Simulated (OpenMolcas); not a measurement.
Ag2+ among 6 point charges of -1.7 e arranged as an octahedron (Oh), 2.4 Å from the ion.

```json
{
  "Program": "OpenMolcas",
  "Method": "CASSCF",
  "Basis": "ANO-RCC-VTZP [7s6p4d2f1g]",
  "Scalar Hamiltonian": "DKH2, point nucleus",
  "Active space": "9 electrons in 5 orbitals (4d)",
  "State averaging": "2S+1 = 2 even, 5 roots",
  "Spin-orbit coupling": "RASSI with atomic mean-field integrals over the reference wave functions"
}
```

(1) What is the spin-free ground state (labels of O, the rotations of Oh)?

(2) Where is the first state of the same spin?

(3) What are the lowest two levels with spin-orbit coupling?

(4) What is χT at 300 K, and how does it compare with the textbook value?

(5) Which ligand-field parameters describe the states?

Results:

(1) 2E, 2-fold in its orbital part, 100 % from free-ion D terms; it has the highest spin that d9 allows.

(2) 2T2 at 2680 cm-1 above the ground state.

(3) A 4-fold level Γ8, then a 2-fold level Γ7 1953 cm-1 above it. Their leading multiplicities are 2 (100 %) and 2 (100 %).

(4) The lowest level has 2S+1 = 2, for which the spin-only value is χT = S(S+1) / 2 = 0.375 cm3 K/mol (g = 2). The computed 1.054 at 300 K differs by +0.679, through orbital momentum, spin-orbit coupling and any other state in reach.

(5) The gap between the two states is 10Dq = 2680 cm-1. 

An orbital doublet at a regular site is open to a Jahn-Teller distortion, which this geometry leaves out. The ground term spreads over less than 5000 cm-1, several times less than with real ligands, so orbital moments are less quenched and χT lies further from the spin-only value than at real sites. Point charges carry no covalency, so the field is a model and not that of real ligands. No measured value stands beside these numbers.
